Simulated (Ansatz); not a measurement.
B2F3, SMILES B(F)([B]F)F, multiplicity 2.

The structure is a stationary point at PBE0-D3(BJ)/def2-SVP. The isomer is the one that the SMILES or the coordinates give; other isomers of the formula were not compared. Other conformers were not sampled.

Two levels are set side by side: PBE/def2-SVPD (Ansatz, a program for electronic structure) and CAM-B3LYP/def2-SVPD (Ansatz). Energy differences of separate SCF runs at the same geometry; the states with an electron removed or added have multiplicity 1 and 1. Differences are taken from unrounded values.

| quantity | PBE |
|---|---|
| vertical ionisation energy (eV) | 8.75 |
| vertical electron affinity (eV) | 0.31 |

Task: These are the PBE values. What does CAM-B3LYP give? (Estimate from the structure and the level; the computed values follow.)

Result: 
```csv
quantity,CAM-B3LYP,PBE minus CAM-B3LYP
vertical ionisation energy (eV),8.99,-0.23
vertical electron affinity (eV),0.33,-0.02
```
